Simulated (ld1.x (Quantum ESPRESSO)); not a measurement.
Configuration tests for Ti (PAW)

* Element: titanium (Ti)
* Generator: ld1.x (Quantum ESPRESSO) 7.5
* Type: PAW
* Functional: LDA (PZ)
* Relativity: scalar-relativistic
* Frozen core: [Ar]
* Valence charge: 4
* Reference configuration: 3d2 4s1.5 4p0 (charge +0.5)
* Partial waves: 4s (bound): rcut 2.15, rcutus 2.65 bohr; 4s channel at 0.45 Ry: rcut 2.15, rcutus 2.65 bohr; 4p (bound, empty): rcut 2.80, rcutus 3.70 bohr; 4p channel at 1.9 Ry: rcut 2.80, rcutus 3.70 bohr; 3d (bound): rcut 2.65, rcutus 2.85 bohr; 3d channel at 0.05 Ry: rcut 2.65, rcutus 2.85 bohr
* Local potential: all-electron potential smoothed inside 2.95 bohr (lloc = -2)
* Core correction: a·sin(br)/r model core inside 1.30 bohr
* Augmentation charge: BG, radius 1.60 bohr

Energies are relative to the spin-unpolarised reference configuration 3d2 4s1.5 4p0; without spin polarisation the order of configurations can differ from experiment. Not all tests gave a result: test run stopped at test 8 of 9 (negative rho), 1 before it not solved. Left out of the table: 3d3 4s0 4p0 (solver errors, printed error -63.2 eV). The frozen-core shift is the all-electron ΔE with the core orbitals held at their reference shape minus the fully relaxed ΔE.

```
valence configuration  charge  ΔE all-electron (eV)  error AE − PS (meV)  frozen-core shift (meV)
          3d2 4s2 4p0       0                -3.016                  0.0                      0.0
          3d2 4s1 4p0      +1                 4.519                 -0.9                     +0.8
          3d2 4s0 4p0      +2                18.319                  -14                      +14
          3d2 4s0 4p2       0                 3.418                 -1.2                     +1.7
          3d2 4s0 4p1      +1                 8.367                 -3.1                     +3.5
```

What are ΔE and the potential's error for 3d1 4s0 4p0?

ΔE = 45.509 eV all-electron; the error (AE − PS) is -744 meV.

Levels in the configuration 3d2 4s2 4p0:

```csv
level,all-electron (eV),pseudo (eV)
3d,-4.463,-4.462
4s,-4.600,-4.599
```
